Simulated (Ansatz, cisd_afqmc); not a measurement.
Species: Te, charge 0, triplet.

Total energies in def2-SVPD, 6 correlated electrons, 9 frozen orbitals. UHF or UKS for unpaired electrons; spin-orbit terms are left out. Cores are frozen in correlated methods (noble-gas shells, and filled d and f shells in the p block). Past Kr the def2 sets carry scalar-relativistic core potentials. AFQMC is phaseless with a CISD trial state; ± is one standard error, without the phaseless bias. Outlying blocks are dropped, and bars are widened where a walk drifts. Over all cases where full CI ran beside it in this data, AFQMC minus full CI had a median of +0.1 mEh and passed +0.4 mEh in a tenth of the cases. Spin-orbit terms, left out, reach several kcal/mol for Br and I, and more for heavier atoms.

| method | program | energy (Eh) | minus CCSDTQ (mEh) |
|---|---|---|---|
| HF | Ansatz | -266.99778 | 77.87 |
| MP2 | Ansatz | -267.05974 | 15.90 |
| CCSD | Ansatz | -267.07410 | 1.55 |
| CCSD(T) | Ansatz | -267.07526 | 0.39 |
| CCSDT(Q) | Ansatz | -267.07563 | 0.02 |
| CCSDTQ | Ansatz | -267.07565 | 0.00 |
| AFQMC/CISD | cisd_afqmc | -267.0755 ± 0.0001 | 0.2 ± 0.1 |

Ansatz is a quantum-chemistry and plane-wave program.
